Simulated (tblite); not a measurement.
Input of a run (GFN2-xTB geometry optimisation, gas phase (tblite 0.8.0)), started from a force field or distance geometry:
```
{"job": {"kind": "relax", "xc": "GFN2-xTB", "basis": "xTB"}, "charge": 0, "multiplicity": 1}
C     -0.988700    -2.306400    -1.326500
O     -0.036700    -1.541600    -0.619200
C     -0.488900    -0.968000     0.625700
O     -1.517700     0.055000     0.432100
C     -0.649900     1.201500     0.344300
C     -1.322300     2.436900     0.896900
Si     0.599500     0.334800     1.425900
S      2.624100     0.557400     0.786400
C      2.663600    -0.084200    -0.904400
H     -1.818500    -1.658200    -1.653700
H     -0.516800    -2.742600    -2.204500
H     -1.391400    -3.112600    -0.695800
H     -0.830800    -1.731900     1.339600
H     -0.317100     1.351100    -0.701300
H     -1.730300     2.280200     1.904400
H     -0.617100     3.277400     0.964700
H     -2.145700     2.750800     0.257800
H      0.418300     0.540100     2.895000
H      1.895000     0.396400    -1.522400
H      2.528800    -1.163800    -0.907600
H      3.633800     0.144800    -1.337900
```

Output (eV, eV/Å):
```
step      E/eV     max force
  0    -813.58464    1.703
  1    -813.72601    0.720
  2    -813.78097    0.637
  3    -813.82645    0.562
  4    -813.87200    0.562
  5    -813.89469    0.338
  6    -813.90790    0.234
  7    -813.91976    0.261
  8    -813.93058    0.235
  9    -813.93841    0.189
 10    -813.94345    0.199
 11    -813.94782    0.240
 12    -813.95247    0.227
 13    -813.95638    0.154
 14    -813.95902    0.104
 15    -813.96084    0.101
 16    -813.96243    0.103
 17    -813.96421    0.103
 18    -813.96624    0.101
 19    -813.96834    0.096
 20    -813.97022    0.107
 21    -813.97177    0.093
 22    -813.97307    0.090
 23    -813.97423    0.079
 24    -813.97531    0.075
 25    -813.97643    0.076
 26    -813.97761    0.075
 27    -813.97879    0.085
 28    -813.97992    0.098
 29    -813.98105    0.089
 30    -813.98221    0.084
 31    -813.98318    0.060
 32    -813.98378    0.045
 33    -813.98409    0.044
 34    -813.98429    0.036
 35    -813.98446    0.028
 36    -813.98462    0.026
 37    -813.98474    0.026
 38    -813.98485    0.024
 39    -813.98498    0.027
 40    -813.98515    0.033
 41    -813.98541    0.041
 42    -813.98577    0.057
 43    -813.98620    0.052
 44    -813.98660    0.039
 45    -813.98692    0.039
 46    -813.98717    0.038
 47    -813.98739    0.034
 48    -813.98767    0.045
 49    -813.98803    0.046
 50    -813.98848    0.060
 51    -813.98902    0.073
 52    -813.98969    0.070
 53    -813.99055    0.085
 54    -813.99158    0.087
 55    -813.99256    0.055
 56    -813.99325    0.050
 57    -813.99373    0.042
 58    -813.99417    0.049
 59    -813.99438    0.065
 60    -813.99380    0.142
 61    -813.99494    0.036
 62    -813.99509    0.035
 63    -813.99549    0.041
 64    -813.99566    0.036
 65    -813.99604    0.031
 66    -813.99624    0.035
 67    -813.99654    0.052
 68    -813.99695    0.058
 69    -813.99753    0.086
 70    -813.99792    0.085
 71    -813.99868    0.050
 72    -813.99912    0.053
 73    -813.99976    0.059
 74    -814.00033    0.052
 75    -814.00058    0.032
 76    -814.00071    0.030
 77    -814.00083    0.032
 78    -814.00097    0.029
 79    -814.00120    0.038
 80    -814.00138    0.036
 81    -814.00160    0.030
 82    -814.00182    0.040
 83    -814.00209    0.039
 84    -814.00233    0.033
 85    -814.00251    0.029
 86    -814.00261    0.029
 87    -814.00270    0.025
 88    -814.00281    0.028
 89    -814.00296    0.033
 90    -814.00313    0.031
 91    -814.00330    0.030
 92    -814.00347    0.032
 93    -814.00370    0.035
 94    -814.00398    0.038
 95    -814.00425    0.041
 96    -814.00446    0.034
 97    -814.00461    0.025
 98    -814.00471    0.020
 99    -814.00478    0.013
100    -814.00481    0.011
101    -814.00482    0.009
```

**Question.** Summarise the run.

**Answer.** The energy falls by 9.7 kcal/mol over 101 L-BFGS steps, the largest force on an atom goes from 1.70 to 0.009 eV/Å, and the atoms move by 0.295 Å rms after alignment. The bond that changes most is C5–Si7 (sp3 carbon bound to oxygen to SiH silicon), which lengthens by 0.069 Å. Bonds longer at the end by more than 0.005 Å: 4 of 21; shorter: 9. Among the angles that change most is Si7–C3–H13, from 112.7° to 122.4°. Among the dihedrals that turn most is Si7–S8–C9–H20, from -70° to -44°. The energy rose by more than 1e-5 eV at step 60. The first step brought 34 % of the lowering.

**Question.** What are the final bond lengths?

**Answer.** C1–O2 1.413 Å, O2–C3 1.403 Å, C3–O4 1.416 Å, O4–C5 1.444 Å, C5–C6 1.519 Å, C5–Si7 1.935 Å, Si7–S8 2.129 Å, S8–C9 1.829 Å, C3–Si7 1.929 Å, C1–H10 1.094 Å, C1–H11 1.088 Å, C1–H12 1.096 Å, C3–H13 1.100 Å, C5–H14 1.099 Å, C6–H15 1.087 Å, C6–H16 1.087 Å, C6–H17 1.088 Å, Si7–H18 1.454 Å, C9–H19 1.085 Å, C9–H20 1.084 Å, C9–H21 1.085 Å. Numbering counts from 1 in the input's order; the species is `CO[C@H]1[Si@@H](SC)[C@@H](O1)C`.

On one thread, AMD EPYC 9R45 (x86_64), no GPU, shared host, this took 0.6 s of wall time.

Its GFN2-xTB frequencies are all real (lowest 47 cm⁻¹). One conformer, not necessarily the lowest.

The numbers are calculated, not measured.
